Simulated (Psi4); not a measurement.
H2P, charge -1, singlet, geometry from GFN2-xTB (a gas-phase anion, which may not be bound at this level). Base run: HF/def2-SV(P) (Psi4).

Here is a job for Psi4.
```
memory 2 GB

molecule mol {
-1 1
  P    -0.001499    0.074311    0.082110
  H     0.970783   -0.554794   -0.600600
  H    -0.948298   -0.559867   -0.631046
}

set basis def2-sv(p)
set reference rhf
set stability_analysis check
set scf_type pk

energy('scf')
print_variables()
```

The bond that is stretched is that between atoms 3 and 1. A test that says stable can miss a lower solution.

Variants of this job, named by their change:

```csv
change,ΔE vs base (mEh),<S^2>,outcome
base,0.000,0.000,converged
stability_analysis = follow; reference = uhf,0.000,0.000,converged
bond × 1.25,8.797,0.000,converged
stability_analysis = follow; reference = uhf; bond × 1.25,8.797,0.000,converged
bond × 1.5,43.693,0.000,converged
stability_analysis = follow; reference = uhf; bond × 1.5,43.693,0.000,converged
bond × 1.8,82.477,0.000,converged
stability_analysis = follow; reference = uhf; bond × 1.8,72.776,0.565,converged
bond × 2.2,119.5,0.000,converged
stability_analysis = follow; reference = uhf; bond × 2.2,87.495,0.869,converged
bond × 3.0,159.3,0.000,converged
stability_analysis = follow; reference = uhf; bond × 3.0,-,-,not converged
```

Psi4 reported an instability in these rows: stability_analysis = follow; reference = uhf; bond × 1.8; stability_analysis = follow; reference = uhf; bond × 2.2; stability_analysis = follow; reference = uhf; bond × 3.0 (restricted rows aren't judged here).

A gas-phase anion may not be bound at this level; its values then depend on the basis.

Where a bond breaks into two radicals, a solution with restricted orbitals usually stops being the lowest and lies too high; an unrestricted one lies lower at the price of spin contamination, which <S^2> shows.
